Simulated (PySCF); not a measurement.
## Sb²⁺ (antimony, charge +2) across methods

[Kr] 4d10 5s1 5p2, high-spin 4P determinant (an excited configuration). All numbers are calculated (PySCF 2.14, scalar relativity through the core potential, in def2-QZVPPD with the def2 core potential (28 electrons) (8s6p5d4f1g, 88 functions)).

```tsv
method	E (hartree)	mean ε 4d β (eV)	mean ε 5s α (eV)	mean ε 5p α (eV)	Σ⟨r²⟩ (bohr²)	⟨S²⟩
M06-L	-239.1651	-53.227	-31.166	-21.491	36.91	3.752
PBE	-238.9880	-52.455	-31.316	-21.710	37.02	3.751
r2SCAN	-239.1014	-53.211	-31.961	-22.128	36.84	3.752
PBE0	-239.0144	-55.477	-32.994	-22.926	36.98	3.751
BLYP	-238.9464	-52.320	-31.074	-21.425	37.04	3.751
LDA	-238.5955	-52.531	-31.584	-21.804	37.03	3.751
B97-3	-239.0534	-55.718	-32.861	-22.799	36.95	3.751
wB97X-V	-238.9839	-57.987	-35.564	-25.099	37.06	3.751
UHF	-238.17004	-63.337	-37.238	-25.988	37.30	3.753
```

Energies and moments cover only the electrons outside the core potential.
